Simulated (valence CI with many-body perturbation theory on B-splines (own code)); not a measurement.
# E1 line list for As18+

Calculated by relativistic CI+MBPT: five valence electrons over a frozen Dirac-Fock core [Ne], radial functions for each j: 11 s, 11 p, 10 d, 8 f, 5 g, 2 h, with the one-electron correlation potential Σ1, the two-electron term Σ2, the three-electron term Σ3, Breit, model QED; selected CI, second order for the rest, scaled by the run's own slope (own B-spline code, finite nucleus).

No measured levels were compared; by estimate levels of excited configurations hold to 0.05 to 0.15 % of their energy, terms of the ground configuration to about 0.5 %. Among the levels kept, up to 3300 cm⁻¹ of a level comes from second order outside the variational space, and about a tenth of that is noise between levels of different J, which matters for small intervals.

Lines 201 to 250 of 588 in falling wavelength, among levels below 1645500 cm⁻¹, chosen from the strongest by gf and those to the six lowest levels. Wavelengths and rates use the calculated energies, so an error of 300 cm⁻¹ moves a line at 156.3 Å by 0.047 % and its rate by three times that or more. Electric multipoles are in the length gauge, E1 and E2 with the static RPA response of the core. Weak lines are less certain than strong ones. Lines between different terms over intervals too small for the method are left out, as are lines whose strength nearly cancels. Where a level lies close to another of its J and parity, the split of strength between their lines is uncertain. The highest levels of a list are the least certain.

Names give the largest LS component (configuration and term), which can be under half, so a name can repeat, a term be missing and a line seem to break the LS rules; names also repeat where a configuration has a term twice. Letters in brackets count levels of one name in rising energy.

| λ vac (Å) | Upper | Lower | A (s⁻¹) | S (a.u.) with core polarisation | S without |
| --- | --- | --- | --- | --- | --- |
| 156.3 | 3s3p³3d ²D°_5/2 [f] | 3s²3p²3d ²D_5/2 [c] | 1.24e+10 | 1.40e-01 | 1.44e-01 |
| 156.1 | 3s²3p²3d ⁴D_5/2 | 3s²3p³ ²D°_3/2 | 4.85e+08 | 5.46e-03 | 5.60e-03 |
| 156.0 | 3s3p³3d ⁴D°_3/2 [a] | 3s3p⁴ ⁴P_5/2 | 1.98e+08 | 1.49e-03 | 1.53e-03 |
| 155.8 | 3s3p³3d ⁴D°_5/2 [e] | 3s²3p²3d ⁴F_7/2 | 2.06e+10 | 2.31e-01 | 2.38e-01 |
| 155.8 | 3s²3p²3d ²D_3/2 [a] | 3s²3p³ ²P°_3/2 | 1.36e+08 | 1.02e-03 | 1.05e-03 |
| 155.1 | 3s²3p3d² ²G°_7/2 [a] | 3s²3p²3d ²D_5/2 [a] | 3.55e+09 | 5.22e-02 | 5.36e-02 |
| 155.0 | 3s3p³3d ⁴D°_1/2 [f] | 3s²3p²3d ⁴D_3/2 | 1.88e+10 | 6.93e-02 | 7.13e-02 |
| 154.9 | 3s3p³3d ⁴D°_3/2 [d] | 3s²3p²3d ²F_5/2 | 2.83e+10 | 2.08e-01 | 2.14e-01 |
| 154.9 | 3s²3p²3d ⁴F_5/2 | 3s²3p³ ⁴S°_3/2 | 1.23e+09 | 1.35e-02 | 1.39e-02 |
| 154.8 | 3s3p³3d ⁴F°_5/2 [a] | 3s3p⁴ ⁴P_5/2 | 3.71e+08 | 4.07e-03 | 4.18e-03 |
| 154.5 | 3s²3p3d² ⁴D°_5/2 [b] | 3s²3p²3d ²D_5/2 [c] | 8.50e+09 | 9.28e-02 | 9.55e-02 |
| 154.5 | 3s²3p3d² ⁴P°_5/2 | 3s²3p²3d ²D_5/2 [a] | 9.50e+09 | 1.04e-01 | 1.07e-01 |
| 154.2 | 3s²3p²3d ²P_1/2 [a] | 3s²3p³ ²P°_3/2 | 2.19e+10 | 7.92e-02 | 8.16e-02 |
| 154.0 | 3s²3p3d² ⁴G°_5/2 [a] | 3s²3p²3d ⁴F_7/2 | 6.06e+09 | 6.56e-02 | 6.75e-02 |
| 153.9 | 3s3p³3d ⁴D°_7/2 [d] | 3s²3p²3d ⁴F_7/2 | 8.67e+09 | 1.25e-01 | 1.28e-01 |
| 153.7 | 3s²3p3d² ²D°_3/2 [b] | 3s²3p²3d ²D_5/2 [d] | 1.12e+10 | 8.06e-02 | 8.30e-02 |
| 153.4 | 3s3p³3d ⁴D°_5/2 [d] | 3s²3p²3d ²P_3/2 [a] | 4.67e+09 | 4.99e-02 | 5.13e-02 |
| 153.2 | 3s²3p3d² ²P°_3/2 [a] | 3s²3p²3d ²S_1/2 | 2.22e+10 | 1.58e-01 | 1.62e-01 |
| 153.1 | 3s3p³3d ⁴P°_5/2 [a] | 3s3p⁴ ²D_3/2 | 5.78e+09 | 6.15e-02 | 6.32e-02 |
| 153.0 | 3s²3p²3d ⁴D_7/2 | 3s²3p³ ²D°_5/2 | 4.23e+08 | 5.99e-03 | 6.13e-03 |
| 152.9 | 3s3p³3d ⁴F°_7/2 [a] | 3s3p⁴ ⁴P_5/2 | 1.90e+08 | 2.68e-03 | 2.75e-03 |
| 152.6 | 3s3p³3d ²P°_3/2 [b] | 3s²3p²3d ⁴D_5/2 | 7.87e+09 | 5.53e-02 | 5.68e-02 |
| 152.4 | 3s²3p3d² ⁴D°_5/2 [a] | 3s²3p²3d ²G_7/2 | 5.70e+09 | 5.97e-02 | 6.13e-02 |
| 152.4 | 3s²3p3d² ²H°_9/2 | 3s²3p²3d ²G_9/2 | 3.46e+09 | 6.03e-02 | 6.21e-02 |
| 152.1 | 3s²3p3d² ²P°_3/2 [a] | 3s²3p²3d ²P_3/2 [b] | 2.28e+10 | 1.58e-01 | 1.63e-01 |
| 152.1 | 3s²3p3d² ⁴D°_7/2 [a] | 3s²3p²3d ⁴P_5/2 | 1.87e+10 | 2.60e-01 | 2.67e-01 |
| 151.0 | 3s²3p3d² ²D°_5/2 [a] | 3s²3p²3d ²D_3/2 [c] | 7.62e+09 | 7.76e-02 | 7.97e-02 |
| 150.5 | 3s²3p²3d ⁴P_1/2 | 3s²3p³ ²P°_1/2 | 2.07e+09 | 6.96e-03 | 7.17e-03 |
| 150.4 | 3s3p³3d ⁴D°_5/2 [e] | 3s²3p²3d ⁴F_5/2 | 1.16e+10 | 1.17e-01 | 1.20e-01 |
| 150.1 | 3s3p³3d ²P°_3/2 [c] | 3s²3p²3d ⁴D_5/2 | 1.36e+10 | 9.09e-02 | 9.36e-02 |
| 150.1 | 3s²3p²3d ²F_5/2 | 3s²3p³ ⁴S°_3/2 | 7.02e+08 | 7.02e-03 | 7.21e-03 |
| 150.0 | 3s3p³3d ²D°_5/2 [e] | 3s²3p²3d ²D_3/2 [a] | 4.53e+09 | 4.53e-02 | 4.66e-02 |
| 150.0 | 3s3p³3d ²D°_3/2 [d] | 3s²3p²3d ²D_3/2 [b] | 9.17e+09 | 6.10e-02 | 6.28e-02 |
| 149.8 | 3s²3p3d² ²F°_7/2 [b] | 3s²3p²3d ²F_7/2 [b] | 2.59e+10 | 3.43e-01 | 3.53e-01 |
| 149.4 | 3s²3p²3d ²D_5/2 [a] | 3s²3p³ ²P°_3/2 | 6.28e+09 | 6.20e-02 | 6.38e-02 |
| 149.2 | 3s²3p3d² ²F°_5/2 [a] | 3s²3p²3d ²G_7/2 | 1.61e+10 | 1.58e-01 | 1.63e-01 |
| 148.9 | 3s²3p3d² ²H°_9/2 | 3s²3p²3d ²G_7/2 | 2.93e+10 | 4.77e-01 | 4.90e-01 |
| 148.7 | 3s²3p3d² ⁴G°_5/2 [a] | 3s²3p²3d ⁴F_5/2 | 9.47e+09 | 9.21e-02 | 9.48e-02 |
| 148.5 | 3s3p³3d ⁴D°_7/2 [d] | 3s²3p²3d ⁴F_5/2 | 5.36e+09 | 6.93e-02 | 7.14e-02 |
| 148.3 | 3s3p³3d ²D°_5/2 [f] | 3s²3p²3d ²D_5/2 [a] | 6.02e+09 | 5.82e-02 | 5.99e-02 |
| 148.0 | 3s3p³3d ⁴S°_3/2 | 3s3p⁴ ²D_5/2 | 7.70e+09 | 4.93e-02 | 5.07e-02 |
| 147.8 | 3s²3p3d² ⁴D°_7/2 [b] | 3s²3p²3d ²D_5/2 [a] | 4.82e+09 | 6.14e-02 | 6.31e-02 |
| 147.5 | 3s3p⁴ ²P_3/2 | 3s²3p³ ²D°_5/2 | 5.87e+10 | 3.72e-01 | 3.83e-01 |
| 147.5 | 3s3p³3d ²D°_3/2 [c] | 3s²3p²3d ⁴F_5/2 | 8.39e+09 | 5.31e-02 | 5.47e-02 |
| 147.4 | 3s²3p²3d ²D_3/2 [a] | 3s²3p³ ²P°_1/2 | 1.28e+09 | 8.09e-03 | 8.28e-03 |
| 147.3 | 3s3p³3d ⁴D°_5/2 [e] | 3s²3p²3d ⁴F_3/2 | 8.03e+09 | 7.61e-02 | 7.83e-02 |
| 147.2 | 3s²3p²3d ²G_7/2 | 3s²3p³ ²D°_5/2 | 2.45e+09 | 3.08e-02 | 3.16e-02 |
| 147.1 | 3s3p³3d ²P°_3/2 [c] | 3s²3p²3d ⁴D_1/2 | 9.58e+09 | 6.02e-02 | 6.19e-02 |
| 147.1 | 3s²3p3d² ⁴G°_9/2 | 3s²3p²3d ²F_7/2 [a] | 2.78e+09 | 4.36e-02 | 4.47e-02 |
| 147.0 | 3s3p³3d ⁴D°_3/2 [d] | 3s²3p²3d ⁴F_3/2 | 1.25e+10 | 7.82e-02 | 8.05e-02 |
